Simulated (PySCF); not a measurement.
UHF on Nb+ (niobium, charge +1)

Configuration: [Kr] 4d4, high-spin 5D determinant. Calculation: PySCF 2.14, in x2c-TZVPall (8s6p6d1f, 63 functions); the spin-free X2C one-electron Hamiltonian (Gaussian nucleus).

```
Total energy                                                  : -3817.014350 hartree
One-electron energy                                           : -5261.6442 hartree
Hartree (Coulomb) energy                                      : 1562.4347 hartree
Exchange energy                                               : -117.8049 hartree
⟨S²⟩                                                          : 6.0043
⟨L²⟩                                                          : 6.058
Sum of ⟨r⟩                                                    : 27.30 bohr
Sum of ⟨r²⟩                                                   : 38.60 bohr²
Traceless quadrupole moment −½Σ⟨3z² − r²⟩ along its main axis : -1.84 e·bohr²
Langevin diamagnetic susceptibility                           : -30.6 ×10⁻⁶ cm³/mol
Time after the integrals                                      : 0.43 s of wall time on 1 thread of Neoverse-V2 (shared host)
```

| shell | electrons | mean orbital energy (hartree) | spread (hartree) | rms radius, mean of both spins (bohr) |
| --- | --- | --- | --- | --- |
| 1s β | 1 | -701.65812 | 0 | 0.0415 |
| 1s α | 1 | -701.65611 | 0 | 0.0415 |
| 2s α | 1 | -101.04897 | 0 | 0.171 |
| 2s β | 1 | -101.02763 | 0 | 0.171 |
| 2p α | 3 | -90.04874 | 0.00067 | 0.152 |
| 2p β | 3 | -90.02794 | 0.00567 | 0.152 |
| 3s α | 1 | -18.21555 | 0 | 0.471 |
| 3s β | 1 | -18.20567 | 0 | 0.471 |
| 3p α | 3 | -14.51514 | 0.00894 | 0.478 |
| 3p β | 3 | -14.50233 | 0.01216 | 0.478 |
| 3d α | 5 | -8.45978 | 0.02732 | 0.473 |
| 3d β | 5 | -8.42574 | 0.01430 | 0.473 |
| 4s α | 1 | -2.96653 | 0 | 1.25 |
| 4s β | 1 | -2.81394 | 0 | 1.25 |
| 4p α | 3 | -1.93235 | 0.02400 | 1.41 |
| 4p β | 3 | -1.71539 | 0.04492 | 1.41 |
| 4d α | 4 | -0.53488 | 0.04049 | 2.20 |

Densities and radii are taken from the X2C orbitals without a picture-change correction, which distorts them close to the nucleus.
